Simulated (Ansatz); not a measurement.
Consider the formal exchange of groups at a C–C bond: `C#CCOC` + `C1[SiH2]S1` → `C#C[SiH]1CS1` + dimethyl ether.

Program: Ansatz. Geometries: PBE0-D4/def2-TZVP. ΔE: electronic, gas phase. CCSD(T)/CBS adds triple-zeta CCSD(T) − MP2 to the extrapolated MP2 energy (def2 sets, frozen cores). One conformer a species, not always the lowest.

| species | MP2/CBS(def2) energy (Eh) |
| --- | --- |
| `C#CCOC` | -230.82781 |
| `C1[SiH2]S1` | -727.24235 |
| `C#C[SiH]1CS1` | -803.28417 |
| `COC` | -154.81015 |

Work out ΔE.

ΔE = (-803.28417) + (-154.81015) − (-230.82781) − (-727.24235) = -0.02416 Eh = -15.2 kcal/mol. CCSD(T)/CBS gives -14.3 kcal/mol.

Largest T1 diagnostic among the species: 0.013.
